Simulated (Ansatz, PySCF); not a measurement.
Bond stretch in SMILES BC, singlet. The C1–B5 bond (C1 also carries H, H, H; B5 carries H, H) is stretched with both fragments frozen at the PBE0/def2-TZVP optimised geometry.

UHF/cc-pVTZ (Ansatz, a first-principles code); RHF/cc-pVTZ (Ansatz); UKS-PBE = unrestricted PBE/cc-pVTZ run with Ansatz; RKS-PBE = restricted PBE/cc-pVTZ run with Ansatz; UKS-B3LYP/6-31G* = unrestricted B3LYP/6-31G*, spherical d in PySCF; RKS-B3LYP/6-31G* = restricted B3LYP/6-31G*, spherical d (PySCF 2.14.0); UKS-B3LYP/LANL2DZ = unrestricted B3LYP/LANL2DZ run with PySCF; RKS-B3LYP/LANL2DZ = restricted B3LYP/LANL2DZ in PySCF; UKS-B3LYP/3-21G = PySCF with unrestricted B3LYP/3-21G; RKS-B3LYP/3-21G = restricted B3LYP/3-21G (PySCF).

Scanned distances (Å): 1.26, 1.32, 1.39, 1.45, 1.49, 1.55, 1.59, 1.63, 1.72, 1.83, 1.93, 2.09, 2.30, 2.56, 2.80, 3.04, 3.42, 3.82, 4.21, 4.64, 5.49.

Question: Where does the unrestricted solution first break spin symmetry (<S²> of 0.01 or more)?

Answer: UHF: between 2.09 and 2.30 Å; UKS-PBE: between 2.80 and 3.04 Å; UKS-B3LYP/6-31G*: between 2.56 and 2.80 Å; UKS-B3LYP/LANL2DZ: between 2.56 and 2.80 Å; UKS-B3LYP/3-21G: between 2.56 and 2.80 Å.

```csv
R / Å,<S²> UHF,E(RHF) − E(UHF) / eV,<S²> UKS-PBE,E(RKS-PBE) − E(UKS-PBE) / eV,<S²> UKS-B3LYP/6-31G*,E(RKS-B3LYP/6-31G*) − E(UKS-B3LYP/6-31G*) / eV,<S²> UKS-B3LYP/LANL2DZ,E(RKS-B3LYP/LANL2DZ) − E(UKS-B3LYP/LANL2DZ) / eV,<S²> UKS-B3LYP/3-21G,E(RKS-B3LYP/3-21G) − E(UKS-B3LYP/3-21G) / eV
1.26,0.00,0.000,0.00,0.000,0.00,0.000,0.00,0.000,0.00,0.000
1.32,0.00,0.000,0.00,0.000,0.00,0.000,0.00,0.000,0.00,0.000
1.39,0.00,0.000,0.00,0.000,0.00,0.000,0.00,0.000,0.00,0.000
1.45,0.00,0.000,0.00,0.000,0.00,0.000,0.00,0.000,0.00,0.000
1.49,0.00,0.000,0.00,0.000,0.00,0.000,0.00,0.000,0.00,0.000
1.55,0.00,0.000,0.00,0.000,0.00,0.000,0.00,0.000,0.00,0.000
1.59,0.00,0.000,0.00,0.000,0.00,0.000,0.00,0.000,0.00,0.000
1.63,0.00,0.000,0.00,0.000,0.00,0.000,0.00,0.000,0.00,0.000
1.72,0.00,0.000,0.00,0.000,0.00,0.000,0.00,0.000,0.00,0.000
1.83,0.00,0.000,0.00,0.000,0.00,0.000,0.00,0.000,0.00,0.000
1.93,0.00,0.000,0.00,0.000,0.00,0.000,0.00,0.000,0.00,0.000
2.09,0.00,0.000,0.00,0.000,0.00,0.000,0.00,0.000,0.00,0.000
2.30,0.01,0.000,0.00,0.000,0.00,0.000,0.00,0.000,0.00,0.000
2.56,0.53,0.330,0.00,0.000,0.00,0.000,0.00,0.000,0.00,0.000
2.80,0.76,0.904,0.00,0.000,0.15,0.013,0.13,0.008,0.10,0.005
3.04,0.88,1.522,0.25,0.022,0.53,0.186,0.51,0.162,0.50,0.159
3.42,0.96,2.423,0.70,0.266,0.82,0.616,0.81,0.558,0.81,0.581
3.82,0.99,3.203,0.88,0.565,0.94,1.057,0.93,0.956,0.93,1.023
4.21,1.00,3.807,0.95,0.801,0.98,1.406,0.97,1.260,0.98,1.376
4.64,1.01,4.328,0.99,0.985,1.00,1.685,0.99,1.504,1.00,1.663
5.49,1.01,5.034,1.00,1.181,1.00,1.971,1.00,1.788,1.00,1.961
```
